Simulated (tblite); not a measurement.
Run record: tight-binding relaxation, `CC(=O)OC(C)(C)[SiH2]O`.

Computed with GFN2-xTB geometry optimisation, gas phase (tblite 0.8.0). Start geometry: from a force field or distance geometry. A driver script takes a list of jobs; this job's settings line and coordinates (Å) are shown.

Command:
```bash
OMP_NUM_THREADS=1 python probes_run.py task.json out
```

Input:
```
{"job": {"kind": "relax", "xc": "GFN2-xTB", "basis": "xTB"}, "charge": 0, "multiplicity": 1}
C      2.914000    -0.755500     1.024000
C      1.608000    -0.066800     0.819300
O      1.259700     0.806700     1.652100
O      0.820000    -0.401500    -0.255900
C     -0.409700     0.149400    -0.537300
C     -0.363000     1.664900    -0.787300
C     -0.807800    -0.419800    -1.900100
Si    -1.814500    -0.161600     0.580900
O     -1.547200     0.085200     2.237900
H      2.936200    -1.438700     1.885300
H      3.707400     0.014600     1.127100
H      3.149600    -1.355100     0.124800
H     -1.061000     1.969400    -1.605500
H      0.642900     2.009600    -1.108000
H     -0.725900     2.192600     0.119000
H     -1.914700    -0.437700    -2.030800
H     -0.248400     0.021800    -2.729000
H     -0.508400    -1.511900    -1.834800
H     -2.874200     0.833400     0.223300
H     -2.386200    -1.470600     0.321300
H     -2.385800     0.443100     2.673200
```

Output:
```
step      E/eV     max force
  0    -837.47204    4.188
  1    -838.02752    4.581
  2    -838.16518    2.069
  3    -838.22638    0.712
  4    -838.26632    0.578
  5    -838.30540    0.897
  6    -838.33293    0.626
  7    -838.34941    0.316
  8    -838.36642    0.355
  9    -838.38667    0.664
... (163 lines left out)
173    -838.94678    0.011
174    -838.94682    0.013
175    -838.94687    0.017
176    -838.94691    0.015
177    -838.94694    0.011
178    -838.94696    0.011
179    -838.94699    0.014
180    -838.94702    0.012
181    -838.94704    0.011
182    -838.94706    0.009
```

«max force» is the largest atomic force in eV/Å.

Question: From which step on does the largest force stay under 0.1 eV/Å, and how much energy is left to gain from there?

Answer: From step 148 (0.085 eV/Å), 5.5 meV above the end.

Main results: energy lowered by 34.0 kcal/mol over 182 steps; largest atomic force 0.009 eV/Å at the end.

Question: Give the final coordinates.

Answer: 0.651 Å rms from the input after alignment:
```
atom  x, y, z in Å
C1     2.6929   -0.8062    1.0584
C2     1.2709   -0.3351    0.8972
O3     0.5602   -0.0173    1.8289
O4     0.8927   -0.2973   -0.3542
C5    -0.4306    0.2384   -0.6511
C6    -0.2970    1.7562   -0.7361
C7    -0.7695   -0.3382   -2.0194
Si8   -1.7514   -0.2725    0.6697
O9    -2.0756    0.8352    1.8011
H10    2.7817   -1.3907    1.9695
H11    3.3408    0.0646    1.1443
H12    2.9954   -1.3880    0.1934
H13   -1.2605    2.1914   -0.9854
H14    0.4282    2.0379   -1.4999
H15    0.0269    2.1636    0.2197
H16   -1.7178    0.0627   -2.3622
H17    0.0052   -0.0826   -2.7405
H18   -0.8489   -1.4207   -1.9631
H19   -3.0200   -0.2555   -0.0558
H20   -1.4418   -1.6171    1.1496
H21   -1.3907    1.0429    2.4354
```

Hardware: one thread, Intel Xeon 6975P-C (x86_64), shared host with 192 logical CPUs at a one-minute load of 92. Cost: 1.8 s.
Labels such as C1 count atoms from 1, the log's own numbers from 0.
